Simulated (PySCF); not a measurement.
**K: excitation energy**

K [Ar] 4s1 (2S) → K [Ar] 3d1 (2D), as a difference of total energies. All numbers are calculated (PySCF 2.14, scalar relativity by spin-free X2C-1e, in aug-cc-pwCVTZ-X2C with one added diffuse shell each of s, p, d, f type (10s9p7d4f, 100 functions)). Correlated levels: valence and next inner shell: [Ne] frozen. The calculations carry no spin-orbit coupling.

```
                                method  excitation energy (eV)  error (eV)
                                   UHF                   2.451      -0.219
    MP2 (valence and next inner shell)                   2.676      +0.006
SCS-MP2 (valence and next inner shell)                   2.631      -0.039
   CCSD (valence and next inner shell)                   2.667      -0.003
CCSD(T) (valence and next inner shell)                   2.685      +0.015
```

Reference: 2.670 eV (measured; NIST levels, between the centres of gravity of the two terms).

Errors of the correlated levels include the incompleteness of this basis and the frozen core.
